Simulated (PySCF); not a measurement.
Compound: B2(F)4.
Bonds: B1–F2, B1–F3, B1–B4, B4–F5, B4–F6.

A GFN2-xTB structure was refined with PBE0-D3(BJ)/def2-SVP geometry optimisation, gas phase in PySCF 2.14.0. Its GFN2-xTB values:

```csv
coordinate,GFN2-xTB
B1–F2,1.316 Å
B1–B4,1.718 Å
F2–B1–F3,112.5°
F2–B1–B4,123.7°
F2–B1–B4–F5,89°
```

Question: How do these coordinates change at the PBE0-D3(BJ)/def2-SVP level?

Answer: 
```json
{"coordinate": "B1–B4", "PBE0-D3(BJ)/def2-SVP (Å or °)": "1.721", "change": "+0.003"}
{"coordinate": "B1–F2", "PBE0-D3(BJ)/def2-SVP (Å or °)": "1.318", "change": "+0.002"}
{"coordinate": "F2–B1–F3", "PBE0-D3(BJ)/def2-SVP (Å or °)": "116.8", "change": "+4.3"}
{"coordinate": "F2–B1–B4", "PBE0-D3(BJ)/def2-SVP (Å or °)": "122.3", "change": "-1.4"}
{"coordinate": "F2–B1–B4–F5", "PBE0-D3(BJ)/def2-SVP (Å or °)": "96", "change": "+7"}
```

The energy falls by 0.053 eV over 13 energy and gradient evaluations, the largest force component goes from 0.0105 to 4.1e-04 Eh/bohr, and the atoms move by 0.062 Å rms after alignment. Among the bonds, B1–F2, B1–B4, B4–F5 and B4–F6 change most and about equally (+0.002 to +0.003 Å). Bonds longer at the end by more than 0.005 Å: 0 of 5; shorter: 0. Rotational constants go from 5552, 1994, 1987 to 5279, 2084, 2010 MHz.

The run used 84 basis functions and 78 SCF cycles in all. On Arm Neoverse V2, one thread, on a shared host, this took 20 s wall.

Whether it is a minimum is left open (no frequencies).
